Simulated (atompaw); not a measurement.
Ta: PAW (atompaw) pseudisation with PBE, scalar-relativistic reference atom.

```
Element                 : tantalum
Generator               : atompaw 4.2.0.5
Type                    : PAW
Functional              : PBE
Relativity              : scalar-relativistic
Frozen core             : [Xe] 4f14
Valence charge          : 5
Reference configuration : 5d3 6s2 6p0
Partial waves           : 6s (bound): rc 2.45 bohr; 6s channel at 0.2 Ry: rc 2.45 bohr; 6p (bound, empty): rc 2.95 bohr; 6p channel at 2.35 Ry: rc 2.95 bohr; 5d (bound): rc 2.95 bohr; 5d channel at 0.3 Ry: rc 2.95 bohr; 5f channel at 0.3 Ry: rc 2.95 bohr
Local potential         : vpsmatchnc scheme with l = 4 at 1 Ry, radius 2.70 bohr
Core correction         : smooth core density matched at 2.80 bohr
Augmentation charge     : besselshape compensation charge, radius 2.50 bohr; PAW radius 2.95 bohr; waves and projectors: custom rrkj gramschmidtortho
```

Does the generator finish with these settings?

Yes, a potential is produced.

Estimate the cutoffs (Ry, on a coarse ladder) from which the occupation-weighted sum of valence levels, in a spherical-Bessel basis at the reference potential, stays within 10 and 1 mRy of its value at 400 Ry.

10 Ry and 18 Ry.

Does the potential have ghost states?

Ghost states, extra bound levels that the all-electron valence spectrum of the same l lacks: s at -68.5 eV, d at -7.6 eV. A true bound ghost makes a file unfit for plane-wave use. The logarithmic derivative shows an extra or strongly shifted pseudo pole above the reference energy (p near 0.22 Ry).

Is the overlap operator S = 1 + Σ q|β⟩⟨β| positive definite (Bessel basis up to 400 Ry)?

Yes: its lowest eigenvalue is 0.47 (d channel).

Which valence shell sets the plane-wave cutoff?

5d: its level needs 18 Ry to come within 1 mRy, against 8 Ry for 6s.
